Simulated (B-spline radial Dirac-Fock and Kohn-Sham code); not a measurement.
**Os 5s: cross section and angular parameters**

System: the free osmium atom, configuration 1s2 2s2 2p6 3s2 3p6 3d10 4s2 4p6 4d10 4f14 5s2 5p6 5d6 6s2; threshold 84.00 eV (tabulated edge). Model: Dirac-Hartree-Slater photoionisation with a Latter tail; cross sections with all multipoles, angular parameters from the dipole term and its interference with E2. Program: a radial atomic solver.

For linearly polarised light dσ/dΩ = σ/(4π) [1 + β P₂(cos θ) + (δ + γ cos²θ) sin θ cos φ], with θ from the polarisation vector and φ the angle between the beam and the projection of the electron momentum on the plane normal to the polarisation.

| hν (eV) | σ (kb) | β | γ |
| --- | --- | --- | --- |
| 193 | 58.6 | 1.532 | 0.124 |
| 200 | 57.8 | 1.555 | 0.142 |
| 320 | 41.7 | 1.741 | 0.324 |
| 400 | 33.5 | 1.788 | 0.383 |
| 461 | 28.6 | 1.809 | 0.412 |
| 688 | 17.5 | 1.853 | 0.456 |
| 771 | 15.1 | 1.863 | 0.461 |
| 773 | 15.0 | 1.863 | 0.461 |
| 778 | 14.9 | 1.864 | 0.461 |
| 1000 | 10.4 | 1.881 | 0.452 |
| 1840 | 4.07 | 1.911 | 0.337 |
| 2000 | 3.56 | 1.914 | 0.311 |
| 2480 | 2.50 | 1.921 | 0.233 |
| 2984.4 | 1.82 | 1.927 | 0.158 |
| 3220 | 1.60 | 1.929 | 0.125 |
| 3990 | 1.10 | 1.934 | 0.034 |
| 4000 | 1.10 | 1.934 | 0.032 |
| 5230 | 0.675 | 1.939 | -0.072 |
| 6000 | 0.523 | 1.941 | -0.114 |
| 6960 | 0.395 | 1.943 | -0.146 |
| 7420 | 0.350 | 1.944 | -0.155 |
| 7690 | 0.327 | 1.945 | -0.159 |
| 7800 | 0.318 | 1.945 | -0.160 |
| 7840 | 0.315 | 1.945 | -0.160 |
| 11100 | ? | ? | ? |
| 15000 | 0.0872 | 1.949 | 0.047 |

Q: Give the values at 11100 eV.

A: σ = 0.160 kb, β = 1.948, γ = -0.120. For an s subshell δ is negligible.

Values without a named source are computed, but for edge energies of neutral atoms, which are taken from tables.
